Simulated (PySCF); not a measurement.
# Fluorine: a sound run and one with changed settings

Sound run: F⁺ [He] 2s2 2p4, F²⁺ [He] 2s2 2p3. Computed with PySCF 2.14 in pcseg-2, with the non-relativistic Hamiltonian (point nucleus). In the sound run the correlated levels freeze 1s2. The sound run starts from symmetry-adapted Hartree-Fock orbitals and uses a fine grid where one is needed.

Changed run: basis STO-3G. This setting is unsound on purpose.

| species | method | sound run (hartree) | changed run (hartree) | converged |
| --- | --- | --- | --- | --- |
| F⁺ | UHF | -98.83003 | -97.52349 | yes |
| F⁺ | TPSS | -99.13021 | -97.78174 | yes |
| F⁺ | B3LYP | -99.11674 | -97.75196 | yes |
| F⁺ | MP2 | -98.96358 | -97.52349 | yes |
| F²⁺ | UHF | -97.60065 | -96.22428 | yes |
| F²⁺ | TPSS | -97.82462 | -96.41663 | yes |
| F²⁺ | B3LYP | -97.80835 | -96.38480 | yes |
| F²⁺ | MP2 | -97.69167 | -96.22428 | yes |

Ionisation energy of F⁺:

```
 method  sound run (eV)  changed run (eV)
    UHF          33.453            35.353
   TPSS          35.527            37.146
  B3LYP          35.603            37.202
    MP2          34.610            35.353
SCS-MP2          34.694            35.353
```

A minimal basis cannot let orbitals breathe on ionisation and holds almost no correlation.

For comparison, NIST gives 34.971 eV between the lowest levels.
